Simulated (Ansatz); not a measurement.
Total energies of `[CH3][Sn]([CH3])([CH3])[Sn]([CH3])([CH3])[Sn]([CH3])([CH3])[CH3]` from Ansatz at PBE-D4/def2-SVP, gas phase (1 Eh = 27.2114 eV = 2625.5 kJ/mol). The reference geometry is relaxed at r2SCAN-D4/def2-SVP.

```
atom   x (Å)   y (Å)   z (Å)
  C1   1.591  -2.320  -1.341
 Sn2   0.007  -2.279   0.147
  C3   0.954  -2.619   2.073
  C4  -1.333  -3.945  -0.244
 Sn5  -1.260   0.211   0.084
  C6  -2.684   0.319  -1.563
  C7  -2.416   0.535   1.904
 Sn8   0.727   2.156  -0.196
  C9   2.417   1.650   1.073
 C10   0.062   4.158   0.328
 C11   1.476   2.211  -2.235
 H12   2.138  -3.274  -1.282
 H13   2.300  -1.498  -1.160
 H14   1.179  -2.209  -2.355
 H15   1.691  -1.829   2.279
 H16   0.206  -2.623   2.880
 H17   1.471  -3.591   2.063
 H18  -2.126  -3.986   0.517
 H19  -1.800  -3.838  -1.234
 H20  -0.768  -4.890  -0.217
 H21  -2.172   0.181  -2.526
 H22  -3.446  -0.467  -1.449
 H23  -3.181   1.301  -1.561
 H24  -1.768   0.474   2.790
 H25  -3.203  -0.230   1.985
 H26  -2.887   1.529   1.875
 H27   2.791   0.646   0.822
 H28   3.232   2.375   0.922
 H29   2.127   1.659   2.135
 H30  -0.766   4.471  -0.327
 H31   0.894   4.868   0.210
 H32  -0.285   4.187   1.371
 H33   1.887   1.231  -2.516
 H34   2.274   2.966  -2.315
 H35   0.671   2.471  -2.939
```

```json
{"state": "charge 0 singlet", "geometry": "reference", "energy (Eh)": "-961.52302"}
{"state": "charge 1 doublet", "geometry": "reference", "energy (Eh)": "-961.25480"}
{"state": "charge -1 doublet", "geometry": "reference", "energy (Eh)": "-961.48109"}
{"state": "free C atom (triplet)", "geometry": "–", "energy (Eh)": "-37.75124"}
{"state": "free Sn atom (triplet)", "geometry": "–", "energy (Eh)": "-214.24400"}
{"state": "free H atom (doublet)", "geometry": "–", "energy (Eh)": "-0.49863"}
```

In the def2 sets Sn takes a core potential; there is no spin–orbit coupling.

Problem. Work out the vertical ionisation energy to the doublet.

Solution. E(charge 1 doublet) − E(charge 0 singlet) = -961.25480 − (-961.52302) = 0.26822 Eh = 7.30 eV. For comparison, −ε of the highest occupied level is 5.19 eV at this level, 2.11 eV less.

Problem. Work out the vertical electron affinity, to the doublet.

Solution. E(charge 0 singlet) − E(charge -1 doublet) = -961.52302 − (-961.48109) = -0.04193 Eh = -1.14 eV; negative, so the extra electron isn't bound. The basis lacks diffuse functions, which makes affinities too small.

Problem. Give the fundamental gap IE − EA, the Mulliken electronegativity (IE + EA)/2 and the hardness (IE − EA)/2.

Solution. From the values in Eh: IE − EA = 0.26822 − (-0.04193) = 0.31015 Eh = 8.44 eV; (IE + EA)/2 = 3.08 eV; (IE − EA)/2 = 4.22 eV. The HOMO–LUMO gap of the same run is 4.54 eV, 3.90 eV smaller than the fundamental gap.

Problem. What is the binding energy per atom against free atoms?

Solution. Atoms: 8 × (-37.75124) + 3 × (-214.24400) + 24 × (-0.49863) = -956.70904 Eh. Binding: -956.70904 − (-961.52302) = 4.81398 Eh = 131.00 eV, or 3.74 eV for each of 35 atoms (no zero-point energy, no counterpoise term).

At PBE-D4/def2-SVP the highest occupied level of the charge -1 doublet lies above zero (up to 2.95 eV). By energy differences it is unbound by 1.14 eV (vertical, to the charge 0 singlet, at PBE-D4/def2-SVP) and held by the finite basis. At PBE-D4/def2-SVP the gap within one spin of the charge -1 doublet nearly closes, so an electron or hole may be smeared out by delocalisation error.
